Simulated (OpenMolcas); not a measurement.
Eu III.

| Quantity | Value |
| --- | --- |
| Program | OpenMolcas |
| Method | CASSCF |
| Basis | ANO-R3 [9s8p6d5f3g1h] |
| Scalar Hamiltonian | X2C, finite nucleus |
| Active space | 7 electrons in 7 orbitals (4f) |
| State averaging | 2S+1 = 8 odd, 1 root; 2S+1 = 6 odd, 48 roots; 2S+1 = 4 odd, 96 roots kept (CI in the orbitals of an earlier block); 2S+1 = 2 odd, 25 roots kept (CI in the orbitals of an earlier block, 0 in the spin-orbit step) |
| Spin-orbit coupling | state interaction with AMFI integrals over the reference wave functions, term energies averaged over their components |

Levels without dynamic correlation, in cm⁻¹ above 4f⁷ ⁸S°_7/2:

| Level | E |
| --- | --- |
| 4f⁷ ⁶I°_7/2 | 39089 |
| 4f⁷ ⁶P°_7/2 | 36018 |
| 4f⁷ ⁶D°_9/2 | 44099 |

On this reference, MS-CASPT2, IPEA 0.25 Eh, imaginary shift 0.1 Eh (closed shells correlated: 5s 5p) puts 4f⁷ ⁶I°_7/2 at 34310 cm⁻¹.

Estimate the other levels at that method by one scale factor, and say how well it serves.

The factor is 34310 / 39089 = 0.878. Scaled values beside those that MS-CASPT2 gives and measured ones (Martin, Zalubas and Hagan, Atomic Energy Levels: The Rare-Earth Elements, NSRDS-NBS 60 (1978)):
```
      Level  Scaled  MS-CASPT2  Miss (%)  Measured
4f⁷ ⁶P°_7/2   31624      29350      +7.7     28200
4f⁷ ⁶D°_9/2   38719      37250      +3.9
```
For these levels the scaled values miss MS-CASPT2 by up to 7.7 %, as correlation changes each term by its own factor, spin-orbit parts do not scale and CASPT2 has its own spread within terms. This holds within one configuration; levels of others move differently, and the target method has errors of its own against measurement.

CASPT2 breaks the degeneracy within a term, and the mean is taken; among the terms shown or strongly mixed into the levels shown the widest spread is 480 cm-1 (4f⁷ ⁶I°, MS-CASPT2). Only 96 quartet roots enter the spin-orbit mixing, so the splitting and order within the octet and the sextets are unsound, and g values and χT are rough. Without dynamic correlation excited terms often stand tens of per cent too high (terms of higher spin than the ground term too low), and those without a measured partner can miss by more than the paired ones (holds for CASSCF). Blocks of more than 70 roots (2S+1 = 4 odd) ran without multistate coupling (holds for MS-CASPT2). Computed and measured levels are paired by configuration, term and J; levels that our copy of the source lacks, or whose pairing is in doubt (as where it misses far off the trend of its configuration), stay unpaired and out of the deviations. Levels of configurations outside the active space are missing.

° marks odd parity.
